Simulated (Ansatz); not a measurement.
Ansatz results at the PBE0-D4/def2-TZVP geometry: HOMO energy (B3LYP/def2-TZVPP) -6.47 eV; LUMO energy (ωB97M-V/def2-TZVPP) 2.29 eV; size of the dipole moment (B3LYP/def2-TZVPP) 1.53 D.

Each molecule was computed in one conformer, which needn't be the lowest.

Task: Which molecule gave them?
A. `[I][Zn][I]`
B. `[Si-]#[S+]`
C. `[LiH]`
D. `CCCCCCCS`

Result: D. The others give `[I][Zn][I]`: -7.58, -0.17, 0.00; `[LiH]`: -5.32, -0.39, 5.72; `[Si-]#[S+]`: -7.80, -0.31, 1.76.

B3LYP here is the variant with VWN-RPA as its local correlation; programs differ in this.
